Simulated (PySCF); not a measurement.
Molfile (atoms numbered from 1):
```
C2H6AlNO
     RDKit          3D

 11 10  0  0  0  0  0  0  0  0999 V2000
    2.5686    1.0633   -0.4378 C   0  0  0  0  0  0  0  0  0  0  0  0
    1.8055    0.2146   -0.3171 N   0  0  0  0  0  0  0  0  0  0  0  0
    0.3765   -1.2876   -0.0016 Al  0  0  0  0  0  4  0  0  0  0  0  0
   -0.8296   -0.3504    0.7983 O   0  0  0  0  0  0  0  0  0  0  0  0
   -1.8944    0.4119    0.3597 C   0  0  0  0  0  0  0  0  0  0  0  0
    3.2889    1.8623   -0.5487 H   0  0  0  0  0  0  0  0  0  0  0  0
    0.1141   -1.6729   -1.5322 H   0  0  0  0  0  0  0  0  0  0  0  0
    1.2615   -2.2007    0.9556 H   0  0  0  0  0  0  0  0  0  0  0  0
   -1.6720    1.4977    0.4073 H   0  0  0  0  0  0  0  0  0  0  0  0
   -2.7883    0.2451    0.9901 H   0  0  0  0  0  0  0  0  0  0  0  0
   -2.1922    0.1919   -0.6865 H   0  0  0  0  0  0  0  0  0  0  0  0
  1  2  3  0
  2  3  1  0
  3  4  1  0
  4  5  1  0
  1  6  1  0
  3  7  1  0
  3  8  1  0
  5  9  1  0
  5 10  1  0
  5 11  1  0
M  CHG  2   2   1   3  -1
M  END
```

Geometry: PBE0-D3(BJ)/def2-SVP; GIAO shifts from PySCF 2.14, gas phase, non-relativistic, averaged over equivalent atoms.

At PBE0/IGLO-III (244 basis functions, 36 s wall time on 1 thread of an Arm Neoverse N1, shared host):
```csv
atoms,δ (ppm)
C1,114.5
C5,54.1
N2,255.4
Al3,33.8
O4,11.7
H7/H8,4.06
H6,4.03
H9/H10/H11,3.71
```

Referencing at the same level of theory: $^{13}$C (σref 183.78), $^{1}$H (σref 31.37) vs TMS; $^{15}$N (σref 260.55) against NH3; $^{27}$Al (σref 484.90) against AlH4-; $^{17}$O (σref 327.19) against H2O.

**Question.** Predict the values at PBE/pcSseg-2 on the same geometry.

**Answer.** 
| atoms | δ at PBE/pcSseg-2 | change |
| --- | --- | --- |
| C1 | 114.3 | -0.2 |
| C5 | 57.2 | +3.1 |
| N2 | 260.3 | +4.9 |
| Al3 | 43.1 | +9.3 |
| O4 | 29.9 | +18.2 |
| H7/H8 | 4.14 | +0.08 |
| H6 | 4.15 | +0.12 |
| H9/H10/H11 | 3.96 | +0.25 |

References, each an isolated molecule treated in the same way: TMS for $^{13}$C (179.39 ppm) and $^{1}$H (31.18 ppm); $^{15}$N (261.04 ppm) vs NH3; AlH4- for $^{27}$Al (478.43 ppm); $^{17}$O (327.88 ppm) vs H2O.

The largest change is at O4 (oxygen bonded to C, Al). Cost: 271 basis functions, 42 s wall time on 1 thread of an Arm Neoverse V1, shared host.

Experimental scales use liquid or dissolved standards, which lie at an offset from isolated NH3 (liquid NH3: subtract about 20 ppm) and H2O (liquid H2O: subtract about 36 ppm). Unscaled 15N shifts of sp2 nitrogen often come out too high even then, by a few to some tens of ppm.
